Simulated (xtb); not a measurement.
xtb input:

```bash
xtb mol.xyz --gfn 2 --sp --chrg -1 --uhf 0
```
mol.xyz:
```
6

Si    -0.45569662     0.00228978     0.08756198
N      1.16456195     0.09855784    -0.24899574
H     -1.11450654     1.34653026    -0.10981842
H     -1.38195965    -0.91548063    -0.72638291
H     -0.95322487    -0.37979115     1.49086231
H      1.67751004    -0.77322037    -0.13755848
```

### Question
What final total energy does it print?

### Answer
-6.86256 Eh (GFN2-xTB).

It need not be the lowest isomer of its formula. Whether it binds its extra electron was not tested at this geometry.
